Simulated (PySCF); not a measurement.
# As³⁺ (arsenic, charge +3) across methods

[Ar] 3d10 4s2, closed-shell 1S. Calculation: PySCF 2.14, in aug-cc-pVQZ-DK (8s7p5d3f2g, 93 functions); the spin-free X2C one-electron Hamiltonian (Gaussian nucleus).

```
   method  E (hartree)  mean ε 3p (eV)  mean ε 3d (eV)  mean ε 4s (eV)  Σ⟨r²⟩ (bohr²)   ⟨S²⟩
      UHF  -2257.00328         -196.03         -90.899         -48.089          16.51  0.000
   r2SCAN    -2258.599         -171.86         -76.088         -44.698          16.36  0.000
     MN15    -2260.124         -171.92         -80.563         -46.235          16.52  0.000
      LDA    -2255.181         -168.12         -75.567         -44.834          16.35  0.000
     PBE0    -2258.367         -175.53         -79.405         -45.563          16.38  0.000
    HSE06    -2258.365         -175.11         -78.932         -45.294          16.37  0.000
BHandHLYP    -2258.623         -182.62         -83.557         -46.807          16.42  0.000
      PBE    -2258.332         -168.24         -75.163         -44.401          16.38  0.000
    B3LYP    -2258.682         -174.06         -78.676         -45.609          16.39  0.000
```
